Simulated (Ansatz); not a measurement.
Born–Oppenheimer molecular dynamics of CH10OSi3 (15 atoms, charge 0, multiplicity 1). It starts from a relaxed structure.

The calculation used UKS B3LYP/STO-3G in Ansatz.

```yaml
ensemble: NVE (velocity Verlet)
time_step: 0.5 fs
steps_asked: 116
starting_velocities_drawn_for: 700 K
seed: 404186
```

First frame:

```xyz
15
Properties=species:S:1:pos:R:3
C -2.107 -0.116 -0.107
Si -0.544 -0.926 -0.796
O -0.761 -2.630 -0.960
Si 1.267 -0.337 0.454
Si 1.732 1.872 0.427
H -2.019 0.979 -0.123
H -2.988 -0.385 -0.704
H -2.305 -0.414 0.930
H -0.373 -0.476 -2.162
H -0.927 -2.955 -0.003
H 1.060 -0.755 1.825
H 2.428 -1.067 -0.008
H 2.864 2.184 1.271
H 0.609 2.650 0.896
H 2.044 2.325 -0.910
```

Question: How far do the bonds stretch over the last three quarters of this one trajectory? (Pairs bonded in most of those frames.)

Answer: 
```
   bond  mean (Å)  spread (Å)  shortest  longest
 C1–Si2     1.888       0.022      1.85     1.93
  C1–H6     1.100       0.032      1.05     1.15
  C1–H7     1.109       0.042      1.04     1.16
  C1–H8     1.101       0.012      1.08     1.12
 Si2–O3     1.732       0.016      1.70     1.75
Si2–Si4     2.297       0.062      2.23     2.39
 Si2–H9     1.453       0.003      1.45     1.46
 O3–H10     1.028       0.029      0.99     1.07
Si4–Si5     2.307       0.065      2.18     2.38
Si4–H11     1.454       0.032      1.40     1.50
Si4–H12     1.451       0.016      1.43     1.47
Si5–H13     1.450       0.013      1.43     1.47
Si5–H14     1.451       0.019      1.42     1.48
Si5–H15     1.463       0.058      1.36     1.54
```

Mean temperature of the second half: 323 K. The conserved energy stayed within 0.44 meV per atom of its start (net change 0.11 meV per atom), so the integration is sound. The temperature averaged 0.46 of the 700 K drawn at the start: a run that starts near a minimum puts about half its kinetic energy into the potential. A run of 0.058 ps of so small a system gives no equilibrium averages. Limits of this set-up: minimal basis.

Time of the run: 6 min on 1 thread of Intel(R) Xeon(R) 6975P-C (Granite Rapids) (shared host), peak memory 0.23 GiB.
